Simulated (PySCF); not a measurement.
# Checking a proposed structure

A compound C₈H₉Cl gives the data below (simulated from a calculation) and was assigned the structure `C/C=C\C=C\C#CCCl`.

13C{1H} NMR (computed): δ 142.6 (C), 135.4 (CH), 134.1 (CH), 131.1 (CH), 86.9 (C), 77.9 (CH), 22.4 (CH3), 21.9 (CH2).

1H NMR (600 MHz, computed): δ 6.87 (d, 1H), 6.04 (s, 1H), 5.97 (m, 1H), 3.14 (m, 2H), 2.42 (s, 3H), 1.64 (t, 1H).

How the numbers were obtained: PBE0/pcSseg-1 with gauge-including orbitals, geometry from GFN2-xTB, in PySCF 2.14 (averaged over atoms made equivalent by symmetry, fast rotation or ring inversion, relativity neglected, in vacuum, a single conformation).

Chemical shifts δ = σref − σ; 1H (σ = 31.72 ppm), 13C (σ = 186.93 ppm) vs TMS, all at this level.

Question: Compare with the shifts computed for the proposed structure, pairing carbons in order of shift.

Answer: Atoms are numbered as in `[CH3:1]/[CH:2]=[CH:3]\[CH:4]=[CH:5]\[C:6]#[C:7][CH2:8][Cl:9]` (H(Xn): hydrogen on atom n).

| atom | computed for proposal | given list | difference |
| --- | --- | --- | --- |
| C4 | 145.1 | 142.6 | +2.5 |
| C2 | 139.5 | 135.4 | +4.1 |
| C3 | 135.6 | 134.1 | +1.5 |
| C5 | 116.4 | 131.1 | -14.7 |
| C7 | 97.8 | 86.9 | +10.9 |
| C6 | 96.8 | 77.9 | +18.9 |
| C8 | 39.2 | 22.4 | +16.8 |
| C1 | 17.4 | 21.9 | -4.5 |

The rms difference is 11.3 ppm and the largest +18.9 ppm at C6 (alkyne carbon). The carbon types in order of shift don't match either: CH, CH, CH, CH, C, C, CH2, CH3 for the proposal against C, CH, CH, CH, C, CH, CH3, CH2 in the data. The proposal doesn't fit.

Question: Which isomer fits?

Answer: `InChI=1S/C8H9Cl/c1-3-4-5-6-8(2)7-9/h1,5-7H,4H2,2H3/b6-5-,8-7-`.

- Carbon types of the structure: 2 × C, 4 × CH, 1 × CH2, 1 × CH3, which accounts for all hydrogens.
- δC 142.6: fully substituted alkene carbon; an sp2 carbon of a C=C bond.
- δC 135.4, 134.1, 131.1: alkene CH; an sp2 carbon of a C=C bond.
- δC 86.9: alkyne carbon; the triple bond shields along its axis, which puts it between sp3 and sp2 carbons.
- δC 77.9: terminal alkyne carbon; the triple bond shields along its axis, which puts it between sp3 and sp2 carbons.

The data come from this structure; uniqueness wasn't tested.

Carbons that carry Cl, above all several Cl atoms, come out too deshielded, partly because spin–orbit coupling is missing. Shifts are as computed. Against solution values, carbons near 30 ppm lie about +3 ppm off and those near 130 ppm about +5 ppm; carbons on Cl a further +6 ppm. Of 1211 compounds with measured shifts, 218 miss one by over three times the rms of a fit or turn the order of signals round; such compounds aren't used in these exercises. Multiplicities follow the n + 1 count of equivalent neighbours, as no J values were calculated; m marks all less simple cases, F and P coupling included.
